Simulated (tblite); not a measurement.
Record of a relaxation.

C7H12GeO.
Atom-mapped SMILES: `[GeH3:1][O:2][C@@H:3]1[CH2:4][C@@H:5]2[CH:6]=[CH:7][C@H:8]1[CH2:9]2` (hydrogens: H10, H11, H12 on Ge1; H13 on C3; H14, H15 on C4; H16 on C5; H17 on C6; H18 on C7; H19 on C8; H20, H21 on C9)

Computed with GFN2-xTB (tblite), gas phase: L-BFGS steps from a force-field or distance-geometry start until the largest atomic force falls under 0.01 eV/Å. 7 of its 129 geometries are shown.

Step 0: E = -736.8342 eV, largest atomic force 1.939 eV/Å
```
atom  x, y, z in Å  |  force x, y, z in eV/Å
Ge1     3.122    0.500   -0.257    0.702   0.325  -0.596
O2      1.429    0.175   -0.760    1.314   0.141   0.670
C3      0.574    0.085    0.346    0.049  -0.515   0.326
C4     -0.103   -1.285    0.388    0.910  -1.402  -0.238
C5     -1.587   -1.024    0.380   -0.637   0.667   0.777
C6     -1.932   -0.478   -0.966    0.304   0.824  -0.187
C7     -1.342    0.723   -1.050   -0.602  -0.602  -1.154
C8     -0.613    0.990    0.234   -1.617   1.065   0.096
C9     -1.582    0.280    1.185   -0.392   0.362   0.431
H10     3.417    2.009   -0.435   -0.150  -0.431   0.065
H11     3.373    0.159    1.234   -0.242  -0.026  -0.513
H12     4.098   -0.273   -1.181   -0.515   0.217   0.324
H13     1.093    0.250    1.318   -0.158   0.162  -0.424
H14     0.221   -1.878    1.262   -0.118   0.154  -0.463
H15     0.161   -1.779   -0.548    0.249  -0.427   0.175
H16    -2.230   -1.794    0.778   -0.018  -0.368  -0.019
H17    -2.538   -0.992   -1.691    0.131   0.051  -0.044
H18    -1.409    1.367   -1.928    0.319  -0.127   0.508
H19    -0.478    2.041    0.464    0.370   0.166  -0.098
H20    -1.098    0.185    2.163   -0.580  -0.032   0.102
H21    -2.585    0.755    1.217    0.680  -0.203   0.263
```

Step 21: E = -737.2849 eV, largest atomic force 0.131 eV/Å
```
atom  x, y, z in Å  |  force x, y, z in eV/Å
Ge1     3.199    0.591   -0.300   -0.049  -0.062   0.056
O2      1.519    0.204   -0.603    0.014  -0.045   0.034
C3      0.547    0.048    0.403   -0.005  -0.058  -0.023
C4     -0.127   -1.343    0.379    0.066  -0.035   0.043
C5     -1.635   -0.998    0.407    0.043  -0.028  -0.001
C6     -1.916   -0.468   -0.974    0.036   0.021  -0.040
C7     -1.317    0.711   -1.071    0.025   0.041  -0.004
C8     -0.665    1.005    0.256    0.053   0.011  -0.002
C9     -1.634    0.306    1.211    0.002   0.017   0.037
H10     3.481    2.054   -0.485   -0.069   0.058  -0.022
H11     3.499    0.201    1.127    0.023  -0.002  -0.072
H12     3.917   -0.228   -1.312    0.047  -0.029  -0.045
H13     1.006    0.214    1.392   -0.087   0.021  -0.096
H14     0.176   -1.939    1.239   -0.027   0.007   0.041
H15     0.141   -1.888   -0.527    0.009   0.078   0.037
H16    -2.276   -1.798    0.764   -0.020  -0.053  -0.010
H17    -2.422   -1.028   -1.739   -0.016   0.024  -0.012
H18    -1.247    1.352   -1.930    0.038  -0.004   0.017
H19    -0.410    2.044    0.445   -0.023   0.053   0.019
H20    -1.234    0.197    2.216   -0.013  -0.029   0.087
H21    -2.611    0.781    1.256   -0.047   0.015  -0.044
```

Step 43: E = -737.3415 eV, largest atomic force 0.151 eV/Å
```
atom  x, y, z in Å  |  force x, y, z in eV/Å
Ge1     3.142    0.628   -0.437    0.094   0.071  -0.075
O2      1.521    0.030   -0.448   -0.061  -0.130  -0.046
C3      0.548   -0.031    0.564   -0.068   0.011   0.014
C4     -0.179   -1.391    0.541   -0.123  -0.015   0.004
C5     -1.663   -0.994    0.361   -0.025   0.055  -0.075
C6     -1.755   -0.427   -1.034    0.004  -0.012  -0.062
C7     -1.129    0.742   -1.042    0.026  -0.028   0.065
C8     -0.615    0.980    0.353   -0.024   0.006   0.067
C9     -1.717    0.304    1.177   -0.017  -0.021   0.016
H10     3.147    2.126   -0.621    0.031  -0.037   0.045
H11     3.852    0.251    0.839   -0.050   0.044   0.012
H12     3.707   -0.082   -1.623   -0.035   0.043   0.020
H13     1.003    0.139    1.548    0.022   0.039   0.003
H14    -0.035   -1.941    1.470    0.041   0.001   0.027
H15     0.190   -1.992   -0.288   -0.032  -0.019   0.000
H16    -2.384   -1.773    0.612    0.122   0.065  -0.020
H17    -2.193   -0.946   -1.865   -0.029  -0.045  -0.036
H18    -0.948    1.400   -1.873    0.018  -0.045   0.032
H19    -0.356    2.007    0.601    0.039   0.013   0.005
H20    -1.469    0.174    2.229    0.050  -0.011   0.010
H21    -2.676    0.812    1.090    0.016   0.016  -0.008
```

Step 64: E = -737.3636 eV, largest atomic force 0.062 eV/Å
```
atom  x, y, z in Å  |  force x, y, z in eV/Å
Ge1     3.040    0.683   -0.511    0.026  -0.023   0.040
O2      1.512   -0.132   -0.423   -0.001  -0.035  -0.022
C3      0.560   -0.112    0.613    0.015  -0.015   0.015
C4     -0.235   -1.432    0.621    0.025  -0.018  -0.001
C5     -1.681   -0.970    0.334    0.010  -0.005   0.015
C6     -1.664   -0.407   -1.064   -0.006   0.006   0.002
C7     -0.998    0.738   -1.028    0.026  -0.018  -0.022
C8     -0.549    0.954    0.392   -0.005  -0.011   0.003
C9     -1.714    0.321    1.159   -0.018   0.006   0.010
H10     2.884    2.177   -0.609   -0.014   0.018   0.007
H11     3.848    0.344    0.717    0.003   0.044  -0.037
H12     3.570    0.082   -1.764    0.020   0.008   0.009
H13     1.056    0.057    1.577   -0.018  -0.003   0.043
H14    -0.170   -1.928    1.589   -0.008   0.002   0.000
H15     0.152   -2.102   -0.143   -0.029  -0.013  -0.048
H16    -2.439   -1.721    0.541   -0.009   0.004   0.020
H17    -2.069   -0.913   -1.921   -0.008  -0.014  -0.001
H18    -0.710    1.370   -1.847   -0.039   0.040  -0.028
H19    -0.250    1.967    0.658    0.017  -0.013   0.002
H20    -1.508    0.163    2.216    0.020   0.009   0.017
H21    -2.643    0.876    1.046   -0.009   0.031  -0.025
```

Step 85: E = -737.3857 eV, largest atomic force 0.043 eV/Å
```
atom  x, y, z in Å  |  force x, y, z in eV/Å
Ge1     2.966    0.750   -0.488   -0.002  -0.003  -0.043
O2      1.588   -0.308   -0.363    0.022   0.014   0.022
C3      0.588   -0.227    0.624   -0.002   0.010   0.001
C4     -0.287   -1.494    0.610   -0.013   0.008   0.004
C5     -1.704   -0.936    0.350   -0.011   0.019  -0.002
C6     -1.668   -0.400   -1.058   -0.008   0.012  -0.001
C7     -0.918    0.694   -1.050   -0.009   0.012   0.000
C8     -0.445    0.905    0.365    0.008  -0.003  -0.015
C9     -1.647    0.372    1.148    0.011   0.007  -0.001
H10     2.542    2.189   -0.575   -0.001   0.027  -0.013
H11     3.860    0.574    0.711   -0.014   0.007   0.009
H12     3.577    0.259   -1.751    0.004  -0.022   0.012
H13     1.048   -0.081    1.611   -0.012  -0.003   0.009
H14    -0.240   -2.017    1.563    0.004  -0.026   0.014
H15     0.043   -2.166   -0.181   -0.011  -0.006   0.001
H16    -2.510   -1.629    0.583    0.007  -0.003  -0.003
H17    -2.122   -0.894   -1.898    0.011   0.015  -0.004
H18    -0.619    1.307   -1.881    0.005  -0.021   0.012
H19    -0.070    1.899    0.605   -0.012  -0.018   0.014
H20    -1.455    0.231    2.211    0.032  -0.016  -0.004
H21    -2.535    0.990    1.018   -0.007  -0.011  -0.011
```

Step 107: E = -737.4043 eV, largest atomic force 0.098 eV/Å
```
atom  x, y, z in Å  |  force x, y, z in eV/Å
Ge1     2.883    0.788   -0.560   -0.009  -0.028   0.074
O2      1.641   -0.393   -0.237    0.006   0.075  -0.011
C3      0.593   -0.292    0.693   -0.001  -0.006   0.005
C4     -0.325   -1.528    0.601    0.004   0.003   0.006
C5     -1.716   -0.912    0.318    0.026   0.008   0.013
C6     -1.616   -0.336   -1.069    0.022  -0.035  -0.002
C7     -0.829    0.730   -1.004    0.039   0.004   0.002
C8     -0.392    0.881    0.429    0.010  -0.014   0.004
C9     -1.628    0.361    1.169    0.020   0.019   0.005
H10     2.312    2.111   -0.995   -0.010  -0.039  -0.014
H11     3.750    1.004    0.656   -0.065   0.011   0.006
H12     3.616    0.074   -1.632    0.032  -0.016  -0.091
H13     1.012   -0.194    1.703   -0.020   0.022   0.009
H14    -0.332   -2.091    1.534    0.026  -0.008  -0.024
H15     0.015   -2.174   -0.206   -0.035  -0.040   0.002
H16    -2.553   -1.585    0.497    0.036   0.020   0.027
H17    -2.045   -0.806   -1.936   -0.012   0.070  -0.021
H18    -0.472    1.351   -1.806   -0.018  -0.010  -0.001
H19     0.008    1.855    0.711   -0.011  -0.019   0.023
H20    -1.439    0.156    2.221   -0.044   0.027   0.020
H21    -2.490    1.019    1.067    0.002  -0.043  -0.034
```

Step 128: E = -737.4177 eV, largest atomic force 0.009 eV/Å
```
atom  x, y, z in Å  |  force x, y, z in eV/Å
Ge1     2.821    0.790   -0.614   -0.003  -0.003   0.005
O2      1.670   -0.439   -0.181    0.003   0.003  -0.003
C3      0.607   -0.338    0.731   -0.001  -0.003  -0.001
C4     -0.332   -1.552    0.597   -0.007   0.001   0.001
C5     -1.703   -0.900    0.305   -0.007   0.003   0.000
C6     -1.571   -0.289   -1.066    0.000   0.001  -0.002
C7     -0.765    0.758   -0.960    0.000  -0.001  -0.002
C8     -0.348    0.862    0.483    0.003  -0.003  -0.003
C9     -1.613    0.355    1.181    0.002   0.002   0.000
H10     2.156    1.961   -1.284    0.002   0.002  -0.005
H11     3.558    1.277    0.605    0.002   0.001   0.001
H12     3.684    0.009   -1.539    0.008   0.004  -0.001
H13     1.011   -0.268    1.750    0.006   0.004  -0.001
H14    -0.361   -2.137    1.515   -0.001   0.001   0.001
H15     0.000   -2.192   -0.219   -0.002  -0.001   0.003
H16    -2.554   -1.559    0.459   -0.006  -0.002   0.002
H17    -2.009   -0.705   -1.954    0.001   0.002   0.000
H18    -0.398    1.399   -1.742    0.000  -0.003   0.003
H19     0.070    1.817    0.801   -0.002   0.000  -0.001
H20    -1.472    0.141    2.239    0.002  -0.005   0.001
H21    -2.461    1.026    1.049   -0.001  -0.004   0.003
```

Question: Summarise the path.

Answer: The energy falls by 0.5835 eV from step 0 to step 128; nine tenths of that is first reached at step 59. It falls at every step. The largest force goes from 1.939 to 0.009 eV/Å. Among the bonds Ge1–H12 changes most, from 1.551 to 1.487 Å; the atoms move by 0.702 Å rms after alignment.

Question: Follow the three bonds and two angles with the largest change from start to end.

Answer: 
```csv
step,E above end (eV),largest force (eV/Å),Ge1–H12 (Å),Ge1–O2 (Å),C3–C8 (Å),Ge1–O2–C3 (°),O2–Ge1–H12 (°)
0,0.5835,1.939,1.551,1.795,1.497,111.5,109.6
6,0.1868,0.255,1.486,1.750,1.548,120.1,107.7
11,0.1631,0.159,1.494,1.756,1.555,120.6,106.5
17,0.1436,0.107,1.489,1.746,1.549,122.9,104.5
22,0.1305,0.114,1.491,1.750,1.552,124.7,102.7
28,0.1162,0.117,1.489,1.747,1.554,126.7,101.5
33,0.1007,0.102,1.491,1.737,1.552,129.6,101.8
39,0.0869,0.149,1.490,1.744,1.553,130.1,101.3
45,0.0715,0.167,1.485,1.727,1.556,131.2,100.2
50,0.0649,0.066,1.488,1.739,1.557,130.7,99.6
56,0.0608,0.054,1.489,1.738,1.554,130.2,99.6
61,0.0559,0.051,1.487,1.733,1.555,128.9,99.6
67,0.0512,0.118,1.487,1.739,1.554,128.1,99.6
72,0.0436,0.146,1.484,1.737,1.556,126.5,100.6
78,0.0366,0.071,1.488,1.740,1.556,126.1,101.1
83,0.0327,0.058,1.486,1.742,1.553,125.2,100.7
89,0.0308,0.034,1.486,1.741,1.553,125.7,100.5
95,0.0296,0.037,1.487,1.741,1.555,126.2,100.5
100,0.0265,0.065,1.486,1.744,1.551,126.9,100.4
106,0.0145,0.119,1.488,1.736,1.556,127.6,98.9
111,0.0069,0.091,1.487,1.741,1.554,127.8,99.0
117,0.0020,0.063,1.486,1.737,1.553,127.3,99.5
122,0.0003,0.019,1.486,1.738,1.553,127.6,99.6
128,0.0000,0.009,1.487,1.739,1.553,127.7,99.7
```

The cost below is that of the whole relaxation. Time: 1.9 s. Hardware: one thread, Arm Neoverse N1 (aarch64), shared host with 64 logical CPUs at a one-minute load of 56.
